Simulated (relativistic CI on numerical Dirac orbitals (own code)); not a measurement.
Calculated at this level of theory: Dirac-Coulomb-Breit CI, KLI orbitals optimised for each configuration, model QED, unscaled Slater integrals (own radial code, finite nucleus).

Configuration list (outside the closed core [Kr]): 4d10.5s, 4d10.4f, 4d10.5p, 4d10.5d, 4d10.5f, 4d9.5s.4f, 4d10.5g, 4d10.6s, 4d10.6p, 4d9.5s2, 4d10.6d, 4d9.5s.5p, 4d10.7s, 4d10.6f, 4d10.7p, 4d10.7d, 4d10.8s, 4d9.5s.5d, 4d10.9s. Double excitations out of closed p, d and f shells are left out; levels of such configurations are missing from the list, as are those of other unlisted configurations, and high levels can miss mixing partners.

At this charge transitions that keep the count of f electrons are usually good to a few per cent. Levels and lines within the n = 5 or 6 shells can be off by up to 10 % or somewhat more, and those that change n by about 2 %, since core polarisation is missing. Levels that differ in their count of f electrons can be misplaced by several ten thousand cm⁻¹, since the correlation energy of f electrons is missing or only estimated; rates across such gaps can be off by orders of magnitude. The computed lowest level isn't the tabulated ground level, which NIST ASD gives as 5s 2S1/2; for such ions that label comes from theory and may be the wrong one.

Outline of the computed level scheme of Pm XV. Lowest level of each configuration: 4d10.4f 2F°_5/2 at 0.000 eV; 4d10.5s 2S_1/2 at 0.481 eV; 4d10.5p 2P°_1/2 at 24.108 eV; 4d10.5d 2D_3/2 at 70.545 eV; 4d10.6s 2S_1/2 at 111.398 eV; 4d10.5f 2F°_5/2 at 116.065 eV; 4d10.6p 2P°_1/2 at 122.371 eV; 4d9.5s.4f 4P°_1/2 at 122.893 eV; 4d9.5s2 2D_5/2 at 135.652 eV.

Some strong electric-dipole decays among the lowest 45 levels: 4d10.6s 2S_1/2 → 4d10.5p 2P°_3/2 (9.9e+10 s⁻¹); 4d10.5f 2F°_7/2 → 4d10.5d 2D_5/2 (8.1e+10 s⁻¹); 4d10.5f 2F°_5/2 → 4d10.5d 2D_3/2 (8.0e+10 s⁻¹); 4d10.5d 2D_3/2 → 4d10.5p 2P°_1/2 (5.6e+10 s⁻¹); 4d10.6p 2P°_1/2 → 4d10.5s 2S_1/2 (5.5e+10 s⁻¹); 4d10.5d 2D_5/2 → 4d10.5p 2P°_3/2 (4.8e+10 s⁻¹); 4d10.6p 2P°_1/2 → 4d10.5d 2D_3/2 (4.7e+10 s⁻¹); 4d10.6s 2S_1/2 → 4d10.5p 2P°_1/2 (4.4e+10 s⁻¹).

LS names give the leading component of a level, which can be under half, so a name can repeat, a term be missing and a line seem to break the LS rules.
